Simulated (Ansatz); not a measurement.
Basis sets compared for the cluster Ti₂O₅H₂ (the lowest singlet isomer of a short search). The state is a singlet with charge 0. Geometry PBE-D4/def2-SVP. Ansatz on 4 threads of Arm Neoverse V2 on a shared host; times are rough, and most runs start from earlier orbitals.

```
atom   x (Å)   y (Å)   z (Å)
 Ti1  -1.178  -0.061  -0.252
 Ti2   1.177   0.059   0.262
  O3  -0.361   1.379   0.284
  O4  -2.961  -0.205  -0.539
  O5   2.936   0.037   0.695
  O6  -0.158  -1.001   0.976
  O7   0.527  -0.307  -1.311
  H8   3.819  -0.178   0.352
  H9  -3.801   0.277  -0.465
```

The structure comes from a short search, and lower isomers may exist.

Binding counts from free atoms (Ti triplet, O triplet, H doublet) in the same basis, without a counterpoise term.

```csv
level,functions,energy (Eh),HOMO (eV),LUMO (eV),binding per atom (eV),wall time
HF/STO-3G,63,-2050.5018,-6.91,5.35,4.29,0.4 s
HF/def2-TZVP,257,-2072.7207,-11.74,0.85,2.58,4.6 s
PBE-D4/def2-SVP,142,-2075.3156,-6.23,-3.23,5.33,2 s
PBE-D4/def2-TZVP,257,-2075.9998,-6.53,-3.47,–,3.8 s
r2SCANh-D4/def2-TZVP (with forces),257,-2076.5011,-7.40,-3.06,–,14 s
PBE0-D4/def2-SVP,142,-2075.2813,-7.85,-2.54,4.81,3.1 s
PBE0-D4/def2-TZVP,257,-2075.9665,-8.01,-2.62,4.79,8 s
```

(1) Estimate the rows for PBE-D4/def2-TZVPD, r2SCANh-D4/def2-TZVPD, PBE0-D4/def2-TZVPD.

## Answers

(1) 
```json
{"level": "PBE-D4/def2-TZVPD", "functions": "314", "energy (Eh)": "-2076.0056", "HOMO (eV)": "-6.57", "LUMO (eV)": "-3.51", "binding per atom (eV)": "–", "wall time": "6.5 s"}
{"level": "r2SCANh-D4/def2-TZVPD", "functions": "314", "energy (Eh)": "-2076.5061", "HOMO (eV)": "-7.40", "LUMO (eV)": "-3.07", "binding per atom (eV)": "–", "wall time": "16 s"}
{"level": "PBE0-D4/def2-TZVPD", "functions": "314", "energy (Eh)": "-2075.9722", "HOMO (eV)": "-8.02", "LUMO (eV)": "-2.64", "binding per atom (eV)": "4.80", "wall time": "11 s"}
```
